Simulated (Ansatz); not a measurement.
H₃Al, singlet, at a GFN2-xTB geometry (such geometries of metal compounds can be far from the true shape).

Input for Ansatz (a first-principles code):
Ansatz 0.2 input:
```yaml
crystal:
  periodic: [false, false, false]
  atoms:
    - {symbol: Al, position_ang: [-0.00000000, -0.00000000, -0.00000000]}
    - {symbol: H, position_ang: [0.64279377, -0.45514932, 1.33855567]}
    - {symbol: H, position_ang: [-0.27575805, 1.50677855, -0.25622634]}
    - {symbol: H, position_ang: [-0.36703572, -1.05162922, -1.08232933]}
basis:
  gaussian:
    orbitals: def2-TZVP
magnetization: {spin_polarized: false}
correlation: {method: ccsd_t, electrons: outside_noble_gas}
accuracy: high
```

What does this run give for the total energy, coupled-cluster correlation energy (without the perturbative part), MP2 correlation energy, T1 diagnostic?


* **total energy**: -6632.8181 eV
* **coupled-cluster correlation energy (without the perturbative part)**: -0.1094 Eh
* **MP2 correlation energy**: -0.0850 Eh
* **T1 diagnostic**: 0.009
